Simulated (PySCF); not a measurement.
Spectrum to structure. Method used: TDDFT B3LYP/def2-SVPD, vertical, gas phase, core orbitals frozen in the response (PySCF). Geometries: GFN2-xTB, one conformer each.

| state | E (eV) | λ (nm) | f |
| --- | --- | --- | --- |
| S1 | 3.83 | 323.8 | 0.0002 |
| S2 | 5.54 | 224.0 | 0.250 |
| S3 | 5.56 | 223.0 | 0.0014 |
| S4 | 5.83 | 212.5 | 0.0009 |
| S5 | 6.07 | 204.4 | 0.060 |
| S6 | 6.43 | 192.7 | 0.0008 |
| S7 | 6.60 | 187.7 | 0.0013 |
| S8 | 6.84 | 181.3 | 0.233 |

Question: Which structure fits?
A. `C=CC[C@@H](C#N)O[SiH3]`
B. `C=CC[Si@H](C#N)O[SiH3]`
C. `Cn1ncc(C=O)n1`

Answer: C. Its S1, at 3.83 eV, is the lowest among the candidates; the nearest of the others has S1 at 5.61 eV. S1 is HOMO→LUMO (98%). Löwdin shares by element: HOMO oxygen 63%, carbon 24% or more, hydrogen 9% or more; LUMO carbon 37% or more, oxygen 26%, nitrogen 17% or more (atoms not listed hold the other 20%). At the same level the other candidates give, for their lowest levels:
- `C=CC[Si@H](C#N)O[SiH3]`: 5.61 eV (f 0.042); 6.19 eV (f 0.083); 6.65 eV (f 0.005); 6.85 eV (f 0.028); 6.92 eV (f 0.106); T1 4.35 eV; HOMO -7.42, LUMO -1.11 eV
- `C=CC[C@@H](C#N)O[SiH3]`: 6.44 eV (f 0.058); 6.91 eV (f 0.002); 7.07 eV (f 0.061); 7.23 eV (f 0.015); 7.38 eV (f 0.114); T1 4.53 eV; HOMO -7.78, LUMO -0.78 eV

Conformer computed: `[CH3:1][n:2]1[n:3][cH:4][c:5]([CH:6]=[O:7])[n:8]1`: C4–C5–C6–O7 0°.
Triplets come from the Tamm–Dancoff approximation.
